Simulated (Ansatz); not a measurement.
Start from `C[B]([SiH3])[SnH3]` and change one atom or group to get `CB[SiH3]`.

Ansatz, PBE0-D4/def2-TZVP geometries, multiplicity 1. 

Elements past krypton have def2 core potentials.

| property | `C[B]([SiH3])[SnH3]` |
| --- | --- |
| size of the dipole moment (B3LYP/def2-TZVPP) / D | 1.67 |
| LUMO energy (PBE/def2-TZVPP) / eV | -3.26 |
| HOMO energy (PBE/def2-TZVPP) / eV | -6.15 |
| LUMO energy (PBE0/def2-TZVPP) / eV | -2.34 |
| HOMO–LUMO gap (PBE/def2-TZVPP) / eV | 2.89 |
| LUMO energy (ωB97M-V/def2-TZVPP) / eV | -0.38 |

Question: What does the change do to each property? (Estimate.)

Answer: Computed: 
| property | `CB[SiH3]` | shift |
| --- | --- | --- |
| size of the dipole moment (B3LYP/def2-TZVPP) / D | 1.20 | -0.47 |
| LUMO energy (PBE/def2-TZVPP) / eV | -2.81 | 0.45 |
| HOMO energy (PBE/def2-TZVPP) / eV | -6.70 | -0.55 |
| LUMO energy (PBE0/def2-TZVPP) / eV | -1.82 | 0.52 |
| HOMO–LUMO gap (PBE/def2-TZVPP) / eV | 3.89 | 1.00 |
| LUMO energy (ωB97M-V/def2-TZVPP) / eV | 0.14 | 0.52 |

With PBE0 the HOMO falls by 0.72 eV and the LUMO rises by 0.52 eV, so the gap widens by about 1.24 eV. PBE moves the HOMO by -0.55 eV and ωB97M-V by -0.84 eV. Dipoles are sizes alone; their direction can turn.

B3LYP here is the variant with VWN-RPA as its local correlation; programs differ in this.
